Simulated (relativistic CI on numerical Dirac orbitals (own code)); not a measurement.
**Mn5+: K-beta X-ray emission**

Computed with this model: Dirac-Coulomb-Breit CI, orbitals from a KLI potential per configuration, model QED (radiative potential, 1s self-energy scaled to tabulated hydrogen-like ionisation energies), valence Slater integrals scaled by 0.9, multiplet model of X-ray emission after core ionisation; configurations [Ar] 3d2 → 1s 2s2 2p6 3s2 3p6 3d2 → [Ne] 3s2 3p5 3d2; 300 K; Lorentzian 2.24 eV and Gaussian 1 eV FWHM. Energies are those of the free ion, without screening or charge transfer. S is read from ⟨S²⟩ = S(S + 1).

Field parameters in Wybourne normalisation: D3d B²₀ = −7Dσ, B⁴₀ = −14Dq − 21Dτ, B⁴₃ = −14√(10/7) Dq. The field is a parameter set, without covalency.

Computed curve for D3d, 10Dq = 20650, Dσ = 720, Dτ = -120 cm⁻¹, scaled to 100 at the maximum (points under 2 are left out and the grid is thinned):

(Energy (eV), Intensity): (6474.8, 2.2), (6475.4, 3.0), (6476.0, 3.8), (6476.8, 5.1), (6477.4, 6.4), (6478.0, 6.8), (6478.6, 5.7), (6479.2, 4.2), (6479.8, 3.3), (6480.6, 2.9), (6481.2, 3.3), (6481.8, 4.1), (6482.4, 5.7), (6483.0, 7.7), (6483.6, 8.6), (6484.4, 6.9), (6485.0, 5.0), (6485.6, 3.8), (6486.2, 3.3), (6486.8, 3.1), (6487.4, 3.0), (6488.2, 3.2), (6488.8, 3.5), (6489.4, 4.0), (6490.0, 4.9), (6490.6, 6.1), (6491.2, 7.4), (6492.0, 9.1), (6492.6, 10.7), (6493.2, 12.8), (6493.8, 15.0), (6494.4, 17.8), (6495.0, 21.9), (6495.8, 29.2), (6496.4, 34.7), (6497.0, 39.7), (6497.6, 45.7), (6498.2, 54.8), (6498.8, 67.3), (6499.6, 84.0), (6500.2, 93.8), (6500.8, 100.0), (6501.4, 94.4), (6502.0, 77.3), (6502.6, 62.9), (6503.4, 53.8), (6504.0, 43.3), (6504.6, 30.1), (6505.2, 20.1), (6505.8, 14.0), (6506.4, 10.3), (6507.2, 7.4), (6507.8, 5.9), (6508.4, 4.9), (6509.0, 4.1), (6509.6, 3.5), (6510.2, 3.1), (6511.0, 2.6), (6511.6, 2.3), (6512.2, 2.0)

The ground state has S = 1.00, and the centroid lies at 6498.68 eV.
